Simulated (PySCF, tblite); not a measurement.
Isomers of C4H8F2O2Si, one GFN2-xTB conformer each. Single-point energies are computed at PBE0/pcSseg-1 (PySCF, gas phase, no added dispersion term), electronic only.

Question: Rank them by PBE0/pcSseg-1 energy, lowest first (kJ/mol).
A. `[CH2:1]=[C:2]([O:3][SiH3:4])[O:5][CH2:6][CH:7]([F:8])[F:9]` with C1–C2–O3–Si4 -179°, C1–C2–O5–C6 4°, C2–O5–C6–C7 176°, O5–C6–C7–F8 159°
B. `[F:1][CH:2]([F:3])[C@H:4]1[CH2:5][CH2:6][O:7][SiH2:8][O:9]1` with F1–C2–C4–C5 -58°, C2–C4–C5–C6 72°, C4–C5–C6–O7 55°, C5–C6–O7–Si8 -41°, C6–O7–Si8–O9 22°

Answer: B (0.0), A (195.9).

As drawn, the higher has a C=C bond outside aromatic rings, which the lower lacks. GFN2-xTB itself gives, in the same order: 0.0, 194.5. Both levels put the same isomer lowest.

Which frontier levels, dipoles and rotational constants go with these structures?

| SMILES | HOMO (eV, PBE0/pcSseg-1) | LUMO (eV) | dipole (D) | A, B, C (MHz) |
| --- | --- | --- | --- | --- |
| FC(F)[C@H]1CCO[SiH2]O1 | -7.92 | 0.91 | 1.22 | 2409, 1083, 991.0 |
| C=C(O[SiH3])OCC(F)F | -6.72 | 0.28 | 0.94 | 2290, 678.0, 561.3 |

What happens when harmonic zero-point energies from GFN2-xTB frequencies are added?

```tsv
SMILES	ZPE (kJ/mol)	electronic (kJ/mol)	with ZPE (kJ/mol)
FC(F)[C@H]1CCO[SiH2]O1	316.5	0.0	0.0
C=C(O[SiH3])OCC(F)F	297.5	195.9	176.9
```

The zero-point energies span 19.0 kJ/mol. The order is unchanged.
